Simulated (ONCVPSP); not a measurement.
**Plane-wave convergence, ONCV potential for zirconium (Zr)**

ONCVPSP 4.0.1 input, shortened (lines: element, Z, core and valence counts, functional; n l f; lmax; l rc ep ncon nbas qcut; lloc lpopt rc5 dvloc0; l nproj debl; icmod fcfact rcfact), PBEsol, scalar-relativistic:

```
  Zr 40.00    6    4  -116133      upf
    1    0    2.00
    2    0    2.00
    2    1    6.00
    3    0    2.00
    3    1    6.00
    3    2   10.00
    4    0    2.00
    4    1    6.00
    4    2    2.00
    5    0    1.00
    2
    0    1.65    0.00    4    7    6.30
    1    1.50    0.00    4    8    4.70
    2    2.35    0.00    3    7    7.00
    4    5    1.20    9.00
    0    2    0.50
    1    2    3.10
    2    2    3.60
    1    0.70    0.00
```

Question: For each optimised wave give the share of its norm inside rc, the residual kinetic energy above qcut (Ha) and the cutoffs (Ha) for errors of 10, 1, 0.1 and 0.01 mHa per electron.

Answer:

| wave | norm inside rc | residual KE | 10 mHa | 1 mHa | 0.1 mHa | 0.01 mHa |
| --- | --- | --- | --- | --- | --- | --- |
| 4s | 0.855 | 1.3e-04 | 13.1 | 16.7 | 20.9 | 45.8 |
| 5s | 0.052 | 6.2e-05 | 10.4 | 15.3 | 19.2 | 31.7 |
| 4p | 0.657 | 2.4e-03 | 7.2 | 31.1 | 85.9 | 101.9 |
| p projector 2 | 0.064 | 1.7e-03 | 7.6 | 15.9 | 45.4 | 92.4 |
| 4d | 0.662 | 7.9e-09 | 10.2 | 13.7 | 16.7 | 19.1 |
| d projector 2 | 0.167 | 3.1e-07 | 13.7 | 17.0 | 19.5 | 21.6 |

The occupied waves need 31 Ha and 86 Ha for 1 and 0.1 mHa. Note: no bound ghost flagged; GHOST(+) flagged for p at 61.7 eV.
